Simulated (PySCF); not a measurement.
CHCl, SMILES [CH]Cl (connectivity only; charge and spin as stated), neutral, multiplicity 1. Heavy atoms are numbered as in [CH:1][Cl:2]. Hydrogens are named by the atom that carries them.

Coordinates come from a ωB97X-D3(BJ)/def2-TZVPD optimisation. The isomer is the one that the SMILES or the coordinates give; other isomers of the formula were not compared.

All values below come from M06-2X/def2-TZVPD run with PySCF.

ESP charges are fitted to the potential on shells at 1.4 to 2.0 van der Waals radii. Atomic charges (e), one atom of each kind:

| atom | ESP fit | IAO |
|---|---|---|
| C1 (CH) | (withheld) | -0.28 |
| Cl2 | (withheld) | 0.13 |
| H on C1 | (withheld) | 0.15 |

Q: Complete the blanks. (An estimate is asked for; the answer gives what the named calculation found.)

A: 
- C1 (CH), ESP fit: -0.36
- Cl2, ESP fit: 0.11
- H on C1, ESP fit: 0.25
